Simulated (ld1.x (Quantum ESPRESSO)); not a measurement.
**Cl (Z = 17): TM pseudisation with LDA (PZ), scalar-relativistic reference atom.**

- Element: Cl
- Generator: ld1.x (Quantum ESPRESSO) 7.5
- Type: norm-conserving Troullier–Martins (Kleinman–Bylander form)
- Functional: LDA (PZ)
- Relativity: scalar-relativistic
- Frozen core: [Ne]
- Valence charge: 7
- Reference configuration: 3s2 3p5
- Partial waves: 3p (bound): rc 1.45 bohr; 3d channel at 0.5 Ry: rc 1.55 bohr; 3s (bound): rc 1.25 bohr
- Local potential: the s channel
- Core correction: none

All-electron outer shells of the reference configuration (LDA (PZ), scalar-relativistic, ld1.x):

```
shell  level (eV)  outermost node (bohr)  outermost maximum (bohr)
   2s     -251.73                   0.12                      0.36
   2p     -191.63                      –                      0.30
   3s      -20.69                   0.56                      1.27
   3p       -8.70                   0.53                      1.43
```

Results:

```json
{
 "Cutoffs needed": "50 Ry and 80 Ry (the cutoffs (Ry, on a coarse ladder) from which the occupation-weighted sum of valence levels, in a spherical-Bessel basis at the reference potential, stays within 10 and 1 mRy of its value at 400 Ry)",
 "Ghost test": "no extra level below or beside the all-electron valence levels (p, d, s, f tested) (spherical-Bessel basis up to 400 Ry, 20 bohr box)",
 "Largest excitation error": "+320 meV (all-electron minus pseudo) for 3s2 3p1, out of 7 test configurations"
}
```

Generation and tests took about 1.4 s on one core of a shared server CPU.
